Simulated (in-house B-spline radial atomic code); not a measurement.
Inner levels of manganese as electrons are removed. A shift is the extra binding of the orbital against the neutral atom ([Ar] 3d3/2(4) 3d5/2(1) 4s2). The density at the nucleus is averaged over the nuclear charge. Computed with an all-electron radial atomic-structure program (B-spline basis): Dirac-Hartree-Fock, jj configuration that fills j = l - 1/2 first, finite nuclei.

A number in brackets counts the electrons of a j subshell.

```json
{"ion": "Mn19+", "configuration": "[He] 2s2 2p1/2(2)", "shift of 1s1/2 (eV)": "1002.29", "radius of 1s1/2 (bohr)": "0.060505", "Σ<r²> (bohr²)": "0.28718", "change of density at nucleus (bohr⁻³)": "85.844"}
{"ion": "Mn20+", "configuration": "[He] 2s2 2p1/2(1)", "shift of 1s1/2 (eV)": "1143.45", "radius of 1s1/2 (bohr)": "0.060411", "Σ<r²> (bohr²)": "0.22067", "change of density at nucleus (bohr⁻³)": "140.12"}
{"ion": "Mn21+", "configuration": "[He] 2s2", "shift of 1s1/2 (eV)": "1289.12", "radius of 1s1/2 (bohr)": "0.06031", "Σ<r²> (bohr²)": "0.15916", "change of density at nucleus (bohr⁻³)": "196.52"}
{"ion": "Mn22+", "configuration": "[He] 2s1", "shift of 1s1/2 (eV)": "1416.87", "radius of 1s1/2 (bohr)": "0.060299", "Σ<r²> (bohr²)": "0.08263", "change of density at nucleus (bohr⁻³)": "-441.17"}
{"ion": "Mn23+", "configuration": "1s2", "shift of 1s1/2 (eV)": "1547.3", "radius of 1s1/2 (bohr)": "0.060247", "Σ<r²> (bohr²)": "0.0097251", "change of density at nucleus (bohr⁻³)": "-1114.63"}
{"ion": "Mn24+", "configuration": "1s1", "shift of 1s1/2 (eV)": "1973.13", "radius of 1s1/2 (bohr)": "0.059329", "Σ<r²> (bohr²)": "0.0047065", "change of density at nucleus (bohr⁻³)": "-6895.27"}
```
